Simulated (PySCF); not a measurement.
Ga(vinyl)(OH)(NH2) (C₂H₆GaNO), SMILES C=[CH][Ga]([NH2])[OH].

Geometry optimised at PBE0-D3(BJ)/def2-SVP. The structure was generated by enumeration; whether it is a known compound was not checked. The values are those of a single conformer.

Method: TDA-PBE/def2-SVPD run with PySCF.

Vertical excitations. 

```
state  energy (eV)  λ (nm)      f                                              main pairs
-----  -----------  ------  -----  ------------------------------------------------------
S1            4.42     280  0.028                                          HOMO→LUMO 95 %
S2            4.96     250  0.017                                        HOMO→LUMO+1 99 %
S3            5.58     222  0.059                      HOMO−1→LUMO 50 %, HOMO−3→LUMO 44 %
S4            5.72     217  0.001  HOMO−2→LUMO 67 %, HOMO−1→LUMO+1 16 %, HOMO−4→LUMO 16 %
S5            5.78     215  0.000                    HOMO−4→LUMO 66 %, HOMO−1→LUMO+1 32 %
S6            5.84     212  0.003  HOMO−1→LUMO+1 50 %, HOMO−2→LUMO 30 %, HOMO−4→LUMO 17 %
S7            6.11     203  0.002                                        HOMO→LUMO+2 97 %
S8            6.35     195  0.074                                      HOMO−2→LUMO+1 92 %
S9            6.38     194  0.076                                      HOMO−3→LUMO+1 94 %
S10           6.59     188  0.063                    HOMO−4→LUMO+1 67 %, HOMO→LUMO+3 20 %
T1            3.95     314      0                                          HOMO→LUMO 84 %
T2            4.33     286      0      HOMO−1→LUMO 66 %, HOMO−3→LUMO 16 %, HOMO→LUMO 15 %
T3            4.68     265      0                                        HOMO→LUMO+1 99 %
T4            5.16     240      0                                        HOMO−2→LUMO 99 %
```
Triplets are in the Tamm–Dancoff approximation.
